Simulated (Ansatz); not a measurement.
Molecule: sum formula GaHCl2, charge 0, multiplicity 1. 
Coordinates optimised at B3LYP-D3(BJ)/def2-TZVP (Ansatz, an electronic-structure program):
```
Ga
H 1 1.5457
Cl 1 2.1439 2 122.42
Cl 1 2.1439 2 122.42 3 -180.00
```

Total electronic energies in hartree. Correlated levels leave the core frozen unless marked. Spin-orbit coupling is left out. The frozen core is the preceding noble-gas configuration, with the filled d and f shells of earlier blocks. Non-relativistic. Basis-set limits of correlation are two-point, X^-3; Hartree-Fock from the larger set. [CCSD(T)-MP2]/basis is that difference in the basis named.

```json
[
 {"level": "HF/def2-TZVPP", "program": "Ansatz", "energy (Eh)": "-2842.97469"},
 {"level": "revPBE/def2-TZVPD", "program": "Ansatz", "energy (Eh)": "-2845.67948"},
 {"level": "r2SCAN/def2-TZVPD", "program": "Ansatz", "energy (Eh)": "-2845.92061"},
 {"level": "B3LYP-D3(BJ)/def2-TZVPD", "program": "Ansatz + dftd3", "energy (Eh)": "-2846.07686"},
 {"level": "BHLYP-D3(BJ)/def2-TZVPD", "program": "Ansatz + dftd3", "energy (Eh)": "-2845.97278"},
 {"level": "r2SCANh/def2-TZVPD", "program": "Ansatz", "energy (Eh)": "-2845.90728"},
 {"level": "HSE06/def2-TZVPD", "program": "Ansatz", "energy (Eh)": "-2845.41911"},
 {"level": "CAM-B3LYP-D3(BJ)/def2-TZVPD", "program": "Ansatz + dftd3", "energy (Eh)": "-2846.13993"},
 {"level": "B2GP-PLYP-D4/def2-TZVPD", "program": "Ansatz + dftd4", "energy (Eh)": "-2845.07705"},
 {"level": "RPA@PBE/def2-QZVPP", "program": "Ansatz", "energy (Eh)": "-2843.82257"},
 {"level": "MP2/def2-SVP", "program": "Ansatz", "energy (Eh)": "-2842.73503"},
 {"level": "MP2/CBS(def2-TZVPPD,def2-QZVPPD)", "program": "Ansatz", "energy (Eh)": "-2843.5649"},
 {"level": "RI-MP2/def2-QZVPP", "program": "Ansatz", "energy (Eh)": "-2843.53323"},
 {"level": "RI-MP2/def2-QZVPPD", "program": "Ansatz", "energy (Eh)": "-2843.53376"},
 {"level": "RI-MP2/CBS(def2-TZVPPD,def2-QZVPPD)", "program": "Ansatz", "energy (Eh)": "-2843.5646"},
 {"level": "SCS-MP2/6-31G*", "program": "Ansatz", "energy (Eh)": "-2842.92793"},
 {"level": "SCS-MP2/def2-SVP", "program": "Ansatz", "energy (Eh)": "-2842.72831"},
 {"level": "SCS-MP2/def2-TZVPP", "program": "Ansatz", "energy (Eh)": "-2843.41935"},
 {"level": "CCSD/def2-QZVPPD", "program": "Ansatz", "energy (Eh)": "-2843.57013"},
 {"level": "CCSD(T)/def2-TZVPPD", "program": "Ansatz", "energy (Eh)": "-2843.48704"},
 {"level": "CCSD(T)/def2-QZVPP", "program": "Ansatz", "energy (Eh)": "-2843.59350"},
 {"level": "RI-MP2/CBS(def2-TZVPP,def2-QZVPP)+[CCSD(T)-MP2]/def2-QZVPP", "program": "Ansatz", "energy (Eh)": "-2843.6258"},
 {"level": "CCSD(T)/CBS(def2-TZVPPD,def2-QZVPPD)", "program": "Ansatz", "energy (Eh)": "-2843.6251"}
]
```

Totals of different functionals don't rank their quality; only differences between species are comparable.
